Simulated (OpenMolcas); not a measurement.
## Pt: effect of the active space

* Program: OpenMolcas 26.06
* Method: MS-CASPT2, IPEA 0.25 Eh, imaginary shift 0.1 Eh
* Basis: ANO-RCC-VQZP
* Scalar Hamiltonian: DKH2, point nucleus
* Spin-orbit coupling: state interaction with AMFI integrals over the reference wave functions, term energies averaged over their components

A. 10 electrons in 6 orbitals (5d 6s); 2S+1 = 3 even, 15 roots; 2S+1 = 1 even, 20 roots kept (CI in the orbitals of an earlier block); closed shells correlated: 5s 5p; CASPT2 step roughly 22 core-seconds
B. 10 electrons in 11 orbitals (5d 6s 6d); 2S+1 = 3 even, 15 roots; 2S+1 = 1 even, 11 roots kept (CI in the orbitals of an earlier block); closed shells correlated: 5s 5p; CASPT2 step about 100 core-minutes

Energies in cm-1 above 5d9 6s 3D3, the measured ground level; measured values from NIST Handbook of Basic Atomic Spectroscopic Data.

| Level | A | B | Measured |
| --- | --- | --- | --- |
| 5d8 6s2 3F4 | -1446 | 1388 | 824 |
| 5d9 6s 3D3 | 0.0 | 0.0 | 0.0 |
| 5d10 1S0 | 4600 | 6960 | 6140 |
| 5d8 6s2 3F3 | 7870 | 10020 | 10117 |
| 5d9 6s 3D1 | 10570 | 10350 | 10132 |
| 5d8 6s2 3F2 [57 %] | 13540 | 15440 | 15502 |

A puts 5d8 6s2 3F4 lowest.

Deviations, from unrounded energies. A percentage is the sum of absolute deviations over the sum of measured energies, with the sign that they share, or ± where signs differ.

```csv
Against measurement,Levels,A,B
mean absolute deviation (cm-1),5,1700,350
fine structure of the ground term (%),1,+4.3,+2.2
other configurations (%),4,-24.6,±4.7
```

B lies closest to measurement on these levels. The largest miss of B in the table is 5d10 1S0, by +820 cm-1. The ranking rests on the paired levels alone, and a cruder setting can come out closer through cancelling errors.

Between A and B the level of the table that moves most is 5d8 6s2 3F4, by 2800 cm-1 (lowest in A, highest in B). Moves below CASPT2's spread within the term are not significant.

CASPT2 breaks the degeneracy within a term, and the mean is taken; among the terms shown or strongly mixed into the levels shown the widest spread is 1100 cm-1 (5d8 6s2 3F, B). Over all roots computed the reference weight is 0.81 to 0.88 in A; the roots of lowest weight are the least certain, and an intruder state may touch them. Terms from blocks run as CI alone lack orbitals of their own. The CASPT2 spread within a term exceeds the gap to the next term for 5d10 1S and 5d8 6s2 3F, so the order of their levels is uncertain. The lowest computed level is not the ground level that NIST lists (3D3) (holds for A). Configurations are named by rounded mean occupations; where the s occupation lies near a half they are strongly mixed, a name can repeat and a true partner stay unpaired (holds for A). A single d shell beside an s shell can misplace configurations of different d count against each other (holds for A). The lowest spin-free term belongs to 5d9 6s, not to the configuration of the lowest level (holds for A). Active for correlation alone: 6d; no level in the range computed is led by a configuration that fills it, so any true level of that kind is missing (holds for B). Measured partners are found by configuration, term and J. A level has none where our copy of the source lacks it or the pairing is in doubt (some pairs that miss far off the trend of their configuration count as doubtful), and it then counts in no deviation. Levels of configurations outside the active space are missing. The table leaves out levels that lie high or whose names do not pair safely across all columns.

A share in square brackets marks a mixed level and gives the weight of the term that names it, the lowest over the columns.
